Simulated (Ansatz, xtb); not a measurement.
## Ligand exchange: SiH3Br + SiH3I → SiH3(SiH3) + IBr

Species: SiH3Br `[SiH3]Br`, singlet; SiH3I `[SiH3]I`, singlet; SiH3(SiH3), singlet; IBr (iodine monobromide), singlet. The partners trade Br for SiH3: Si–Br and I–SiH3 bonds give way to Si–SiH3 and I–Br.

Shapes, held fixed at every level: PBE0-D4/def2-TZVP. Programs: Ansatz 0.2.0, xtb 6.7.1. The zero-point and thermal change to 298 K, harmonic and unscaled (PBE0-D4/def2-TZVP), is -2.3 kJ/mol.

```tsv
level	kind	ΔH(298 K) (kJ/mol)	less CCSD(T)/def2-TZVPP
GFN0-xTB	semi-empirical	+243.6	+33.2
HF/def2-SVP	Hartree–Fock	+227.3	+16.9
SPW92/def2-TZVPP	LDA	+189.3	-21.1
BHLYP-D4/def2-TZVPP	global hybrid	+209.4	-1.0
PBE0-D4/def2-TZVPP	global hybrid	+198.3	-12.1
B2PLYP/def2-TZVPP	double hybrid	+207.5	-2.9
CCSD(T)/def2-SVP	coupled cluster or CI	+204.5	-5.9
CCSD/def2-TZVPP	coupled cluster or CI	+212.9	+2.5
CCSD(T)/def2-TZVPP	coupled cluster or CI	+210.4	0.0
```

The highest level, CCSD(T)/def2-TZVPP, gives ΔH(298 K) = +210.4 kJ/mol; the levels span +189.3 to +243.6. The column of differences is taken from that level and isn't an error. No measured value is set beside it here. For atoms past krypton def2 sets carry core potentials with scalar relativity. Relativity is left out for Br. Outer-core shells of Br, I are correlated in most correlated rows, in sets that cover them unevenly.
